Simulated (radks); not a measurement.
Results of a calculation; reference values are marked as such.
Species: Fe13+. Configuration: [Ne] 3s2 3p1. Code: a radial shooting solver on a logarithmic mesh with Libxc functionals. Model: scalar-relativistic Kohn-Sham, BLYP, spin-polarised, spherical densities, finite nucleus; open shells are filled with parallel spins first; Fermi nuclear charge, rms radius 3.7377 fm.

Normalised radial functions P(r) = r R(r), r in bohr:

| r | 2s down | 3p up |
|---|---|---|
| 0.00303 | 0.2358 | 0.0026 |
| 0.003791 | 0.2879 | 0.0039 |
| 0.004743 | 0.3496 | 0.0059 |
| 0.005934 | 0.4217 | 0.0090 |
| 0.007423 | 0.5045 | 0.0136 |
| 0.009287 | 0.5969 | 0.0206 |
| 0.01162 | 0.6966 | 0.0310 |
| 0.01454 | 0.7983 | 0.0463 |
| 0.01819 | 0.8935 | 0.0687 |
| 0.02275 | 0.9687 | 0.1007 |
| 0.02846 | 1.0049 | 0.1456 |
| 0.03561 | 0.9778 | 0.2067 |
| 0.04455 | 0.8595 | 0.2869 |
| 0.05574 | 0.6235 | 0.3868 |
| 0.06973 | 0.2538 | 0.5025 |
| 0.08724 | -0.2424 | 0.6223 |
| 0.1091 | -0.8211 | 0.7230 |
| 0.1365 | -1.3951 | 0.7688 |
| 0.1708 | -1.8433 | 0.7137 |
| 0.2137 | -2.0459 | 0.5149 |
| 0.2674 | -1.9380 | 0.1544 |
| 0.3345 | -1.5560 | -0.3335 |
| 0.4185 | -1.0373 | -0.8460 |
| 0.5236 | -0.5561 | -1.2290 |
| 0.655 | -0.2296 | -1.3389 |
| 0.8195 | -0.0688 | -1.1354 |
| 1.025 | -0.0139 | -0.7404 |
| 1.283 | -0.0017 | -0.3586 |
| 1.605 | -0.0001 | -0.1225 |
| 2.007 | 0.0000 | -0.0269 |

2s down: eigenvalue -1202.6 eV, 1 radial node at r = 0.0787 bohr, <r> = 0.264 bohr, 90 % of the charge inside 0.408 bohr. 3p up: eigenvalue -375.49 eV, 1 radial node at r = 0.288 bohr, <r> = 0.687 bohr, 90 % of the charge inside 1.02 bohr.
